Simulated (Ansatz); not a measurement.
Harmonic frequencies (cm⁻¹) at PBE0-D4/def2-TZVP from Ansatz: 93, 102, 239, 253, 279, 302, 341, 361, 425, 467, 546, 588, 674, 698, 758, 760, 835, 1093, 3869, 3871, 3884.

Each molecule was computed in one conformer, which needn't be the lowest.

Problem. Which molecule is it?
A. `[NH]=[Mo](=[NH])([NH2])[OH]`
B. `[NH2][Mo]([NH2])(=[O])=[O]`
C. `[O]=[Mo]([OH])([OH])([OH])[F]`
D. `[NH2][Mo]([NH2])(=[O])=[S]`

Solution. C.
